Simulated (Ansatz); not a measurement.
Input file for Ansatz (a quantum-chemistry and plane-wave program): R-CCSD(T)/aug-cc-pV(D+d)Z on HCl (SMILES Cl) with ghost functions. Files ending in .json are basis or fitting sets from the Basis Set Exchange.

Ansatz 0.2 input:
```yaml
crystal:
  periodic: [false, false, false]
  atoms:
    - {symbol: Cl, position_ang: [1.04904831, 0.64379955, -0.35193283]}
    - {symbol: H, position_ang: [-0.00385700, 0.90673945, 0.33811639]}
basis:
  gaussian:
    orbitals: aug-cc-pV_D+d_Z.json
    ghost_atoms:
      - {symbol: Si, position_ang: [0.96523796, -0.59098046, 3.35930855]}
      - {symbol: Si, position_ang: [-1.11808276, 0.46829248, 3.15794732]}
      - {symbol: H, position_ang: [2.05869779, 0.37664083, 3.11421142]}
      - {symbol: H, position_ang: [1.06660403, -1.71043141, 2.39571916]}
      - {symbol: H, position_ang: [1.09205465, -1.12563794, 4.73729201]}
      - {symbol: H, position_ang: [-1.23537681, 1.59472245, 4.11426178]}
      - {symbol: H, position_ang: [-2.22503574, -0.48763275, 3.39866277]}
      - {symbol: H, position_ang: [-1.30294739, 1.02627677, 1.78968689]}
magnetization: {spin_polarized: false}
correlation: {method: ccsd_t, electrons: outside_noble_gas}
scf: {lower_state_search: off}
```

It printed:

```
WARN ansatz: RAYON_NUM_THREADS=1 ignored (pool sized by the plan → 1); use --threads N
Functional definition: HF
these checks for a lower state are left out or cut short: stability, starts, cluster_reference, orbital_swaps, neighbouring_geometries, increment
integrals: 0.42 GiB planned
1237 factors; integrals over basis functions are off by at most 1.4e-3 eV
mean field: 0.34 GiB planned
mean field evaluation 1: about -12519.4166 eV, gradient 1.0e1 eV
mean field evaluation 2: about -12519.4169 eV, gradient 1.0e1 eV
mean field evaluation 4: about -12519.8114 eV, gradient 1.1e0 eV
mean field evaluation 8: about -12519.8187 eV, gradient 1.6e-5 eV
mean field -12519.81867527 eV, -460.0948500783 hartree, gradient 6.0e-7 eV, S^2 0.000000; 0 other end points of the search recorded, 0 dependent functions left out
5 core orbitals not correlated
reference -12519.81867527 eV, -460.0948500783 hartree; 4, 4 occupied and 150, 150 virtual orbitals, 1237 factors
second order -4.44337395 eV of doubles, -0.00000000 eV of singles
coupled cluster: 1.15 GiB planned
cycle   1  -4.82146667 eV  change   -3.8e-1 eV  update   3.8e-2
cycle   2  -4.92626431 eV  change   -1.0e-1 eV  update   1.2e-2
cycle   3  -4.93479826 eV  change   -8.5e-3 eV  update   2.9e-3
cycle   4  -4.93460838 eV  change    1.9e-4 eV  update   6.7e-4
cycle   5  -4.93439158 eV  change    2.2e-4 eV  update   1.5e-4
cycle   6  -4.93435799 eV  change    3.4e-5 eV  update   5.0e-5
cycle   7  -4.93436086 eV  change   -2.9e-6 eV  update   1.5e-5
cycle   8  -4.93436243 eV  change   -1.6e-6 eV  update   4.8e-6
perturbative correction -0.12302123 eV, -0.0045209469 hartree
Total energy: -12524.87605894 eV, -460.2807055000 hartree
Checks for a lower state left out: stability, starts, cluster_reference, orbital_swaps, neighbouring_geometries, increment
```

The calculation finished and met its thresholds.

Cost: very roughly 9 core-seconds.
